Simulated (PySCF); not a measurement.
Electronic structure of S (sulfur, neutral) at the UHF level

Configuration: [Ne] 3s2 3p4, high-spin 3P determinant. Calculation: PySCF 2.14, in dyall-acv3z (19s12p6d4f, 113 functions); no relativity, point nucleus.

- Total energy: -397.512973 hartree
- One-electron energy: -549.3870 hartree
- Hartree (Coulomb) energy: 176.9083 hartree
- Exchange energy: -25.0342 hartree
- Kinetic energy: 397.51219 hartree
- ⟨S²⟩: 2.0135
- ⟨L²⟩: 2.050
- Sum of ⟨r⟩: 15.48 bohr
- Sum of ⟨r²⟩: 29.18 bohr²
- Traceless quadrupole moment −½Σ⟨3z² − r²⟩ along its main axis: -2.18 e·bohr²
- Density at the nucleus (Gaussians lack the cusp): 2660 bohr⁻³
- Spin density at the nucleus: 0.000227 bohr⁻³
- Langevin diamagnetic susceptibility: -23.1 ×10⁻⁶ cm³/mol

```csv
shell,electrons,mean orbital energy (hartree),spread (hartree),"rms radius, mean of both spins (bohr)"
1s α,1,-92.01325,0,0.113
1s β,1,-91.99424,0,0.113
2s α,1,-9.01290,0,0.518
2s β,1,-8.99419,0,0.518
2p α,3,-6.69937,0.02033,0.492
2p β,3,-6.66438,0.01686,0.492
3s α,1,-0.98991,0,1.86
3s β,1,-0.77395,0,1.86
3p α,3,-0.46321,0.07131,2.25
3p β,1,-0.37954,0,2.25
```

Spin-orbit constants ζ (cm⁻¹) from the X2C one-electron operator on these orbitals (non-relativistic here): bare nucleus, nucleus screened by l(l+1)(2l+1)/3 electrons, and screened by the Breit-Pauli mean field of the electrons.

| shell | bare | screened nucleus | mean field |
| --- | --- | --- | --- |
| 2p | 7385 | 6462 | 6042 |
| 3p | 458.0 | 400.8 | 368.6 |

To first order the Landé constant is A = -184.3 cm⁻¹, so the lowest level has J = 2 and lies 0.0228 eV below the centre of the term. This holds in LS coupling only.
